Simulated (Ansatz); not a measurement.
The same ligand exchange along the group B, Al, Ga, In.

Isolated molecules relaxed with PBE0-D4/def2-TZVP in Ansatz; ΔE leaves out vibrations. CCSD(T)/CBS is the MP2 limit (def2-TZVPP, def2-QZVPP) plus CCSD(T) − MP2 in def2-TZVPP, frozen cores. This one scheme is used for every species. Functionals use def2-TZVPP. def2 core potentials past Kr. For Ga, In outer-core shells are correlated without core-valence functions, which leaves a few kJ/mol of doubt a bond. Scalar relativity is left out up to krypton. Each species was taken in one conformer, which may not be the lowest.

| reaction | ωB97X-V (kcal/mol) | CCSD(T)/def2-SVP (kcal/mol) | PBE-D4 (kcal/mol) | CCSD(T)/CBS(def2) (kcal/mol) |
| --- | --- | --- | --- | --- |
| `NB(N)Cl` + H₂S → `NB(N)S` + HCl | 9.0 | 10.0 | 8.1 | 8.5 |
| `[NH2][Al]([NH2])[Cl]` + H₂S → `[NH2][Al]([NH2])[SH]` + HCl | 14.2 | 15.3 | 12.6 | 13.7 |
| `[NH2][Ga]([NH2])[Cl]` + H₂S → `[NH2][Ga]([NH2])[SH]` + HCl | 9.4 | 10.3 | 7.6 | 8.2 |
| `[NH2][In]([NH2])[Cl]` + H₂S → `[NH2][In]([NH2])[SH]` + HCl | 8.7 | 9.2 | 7.1 | 7.7 |

Largest T1 diagnostic: 0.014, for `[NH2][In]([NH2])[SH]`.
